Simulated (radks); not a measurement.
Values are calculated unless marked as measured or tabulated.
Question: Mean orbital radii <r> (bohr) of neutral krypton, [Kr], of relativity; Dirac values are averaged over j with weights 2j + 1. Spin-unpolarised spherical Kohn-Sham, PBE, point nucleus unless stated (finite: rms radius 4.1884 fm), a radial shooting solver on a logarithmic mesh with Libxc functionals. A level marked "c x" has the speed of light scaled by that factor and shares open shells by 2j + 1; other Dirac levels either fill j = l - 1/2 first or share by 2j + 1.

shell  non-rel.
1s      0.04245
2s       0.1878
2p       0.1619
3s       0.5415
3p       0.5453
3d       0.5538
4s        1.603
4p        1.952

Give the values at the level "Dirac, c x 2".

Answer: 
shell  Dirac, c x 2  change of magnitude (%)
1s          0.04221                    -0.56
2s           0.1867                    -0.60
2p           0.1614                    -0.29
3s           0.5387                    -0.52
3p           0.5441                    -0.22
3d           0.5543                    +0.09
4s            1.595                    -0.47
4p            1.950                    -0.08
